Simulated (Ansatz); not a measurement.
Geometry optimisation, UKS PBE-D4/def2-SVP (Ansatz).

Input:

```yaml
crystal:
  periodic: [false, false, false]
  atoms:
    - { symbol: Si, position_ang: [-0.4804, 0.2064, -0.5808] }
    - { symbol: F, position_ang: [1.5123, 0.2901, -0.784] }
    - { symbol: H, position_ang: [-0.3784, -0.102, -1.9977] }
    - { symbol: H, position_ang: [-1.8522, 0.7065, -0.378] }
    - { symbol: C, position_ang: [-0.1876, -1.057, 0.7965] }
    - { symbol: H, position_ang: [1.5413, 1.4191, -0.3885] }
    - { symbol: Cl, position_ang: [0.2453, 2.4927, 0.0894] }
    - { symbol: H, position_ang: [-1.0733, -1.6662, 0.9362] }
    - { symbol: H, position_ang: [0.6415, -1.7162, 0.563] }
    - { symbol: H, position_ang: [0.0314, -0.5733, 1.744] }
magnetization:
  spin_polarized: true
basis:
  gaussian: { orbitals: def2-SVP }
hamiltonian:
  xc: pbe
  dispersion: d4
relax:
  f_tol: 0.15
  max_steps: 25
  restrain:
    - { distance: [0, 6], at: 2.13, k: 30.0 }
    - { distance: [5, 1], at: 0.88, k: 30.0 }
    - { distance: [0, 1], at: 2.98, k: 30.0 }
    - { distance: [5, 6], at: 2.63, k: 30.0 }
```

Run as:

```bash
$ ansatz run input.yaml --threads 2 --pin off --max-ram 3072MiB --backend cpu --events-out ev --progress --plain --runs-dir out
```

Q: Where does it end, and by what steps?

A: The run converged. The restraints hold the end off the free minimum. After 12 steps the energy has fallen by 1.122 eV (the restraints' own energy left out); H6 moved furthest, 0.82 Å. Parted: Si1–F2. Joined: F2–H6.

```json
{"step": "0", "energy less start (eV)": "0.0000", "largest force component (eV/Å)": "2.192", "accepted": "yes"}
{"step": "1", "energy less start (eV)": "-0.2798", "largest force component (eV/Å)": "2.599", "accepted": "yes"}
{"step": "2", "energy less start (eV)": "-0.2085", "largest force component (eV/Å)": "4.789", "accepted": "yes"}
{"step": "3", "energy less start (eV)": "-0.5576", "largest force component (eV/Å)": "2.777", "accepted": "yes"}
{"step": "4", "energy less start (eV)": "-0.9786", "largest force component (eV/Å)": "1.389", "accepted": "yes"}
{"step": "5", "energy less start (eV)": "-1.0474", "largest force component (eV/Å)": "1.077", "accepted": "yes"}
{"step": "6", "energy less start (eV)": "-1.0678", "largest force component (eV/Å)": "1.009", "accepted": "no"}
{"step": "7", "energy less start (eV)": "-1.0847", "largest force component (eV/Å)": "0.686", "accepted": "yes"}
{"step": "8", "energy less start (eV)": "-1.0944", "largest force component (eV/Å)": "0.831", "accepted": "yes"}
{"step": "9", "energy less start (eV)": "-1.1087", "largest force component (eV/Å)": "0.981", "accepted": "yes"}
{"step": "10", "energy less start (eV)": "-1.1085", "largest force component (eV/Å)": "1.090", "accepted": "yes"}
{"step": "11", "energy less start (eV)": "-1.1174", "largest force component (eV/Å)": "1.153", "accepted": "yes"}
{"step": "12", "energy less start (eV)": "-1.1222", "largest force component (eV/Å)": "1.188", "accepted": "yes"}
```

```xyz
10
Properties=species:S:1:pos:R:3
Si -0.826 0.404 -0.385
F 2.083 0.067 -0.968
H -0.484 0.093 -1.806
H -2.311 0.614 -0.279
C -0.237 -0.902 0.823
H 2.132 0.938 -0.679
Cl 0.023 2.292 0.095
H -0.721 -1.872 0.588
H 0.860 -1.026 0.757
H -0.518 -0.607 1.854
```

Whether the end is a true minimum wasn't checked by a vibrational analysis.

Time of the run: 38 s on 2 threads of Arm Neoverse V1, on a shared host, peak memory 0.17 GiB.
